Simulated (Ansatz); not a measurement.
Ansatz (a first-principles code) input:
A basis named .json is the Basis Set Exchange file of that set.

Ansatz 0.2 input:
```yaml
crystal:
  periodic: [false, false, false]
  atoms:
    - {symbol: F, position_ang: [0.00931652, 1.35814863, 1.28029695]}
    - {symbol: Si, position_ang: [0.01567875, 0.17099718, 0.22205339]}
    - {symbol: Cl, position_ang: [0.08438803, 1.11384775, -1.60169398]}
    - {symbol: N, position_ang: [-1.35807343, -0.79676844, 0.40349570]}
    - {symbol: Si, position_ang: [-3.03164377, -0.32712970, 0.33146840]}
    - {symbol: O, position_ang: [1.33276185, -0.73370410, 0.42163093]}
    - {symbol: Si, position_ang: [2.93127808, -0.88434753, 0.03692210]}
    - {symbol: H, position_ang: [-1.15977238, -1.78188916, 0.51425551]}
    - {symbol: H, position_ang: [-3.73871767, -0.71290608, 1.57419804]}
    - {symbol: H, position_ang: [-3.72039477, -0.97336950, -0.80973964]}
    - {symbol: H, position_ang: [-3.05167716, 1.14026838, 0.16808827]}
    - {symbol: H, position_ang: [3.62899752, 0.39810021, 0.26782423]}
    - {symbol: H, position_ang: [3.49227692, -1.93553049, 0.90918705]}
    - {symbol: H, position_ang: [3.06087906, -1.27969019, -1.38142035]}
basis:
  gaussian:
    orbitals: aug-cc-pV_D+d_Z.json
magnetization: {spin_polarized: false}
correlation: {method: ccsd_t, electrons: outside_noble_gas}
output: {forces: true}
```

**Question.** What final total energy does it print?

**Answer.** -1560.59676 Eh (CCSD(T)/aug-cc-pV(D+d)Z). The basis has 260 functions.
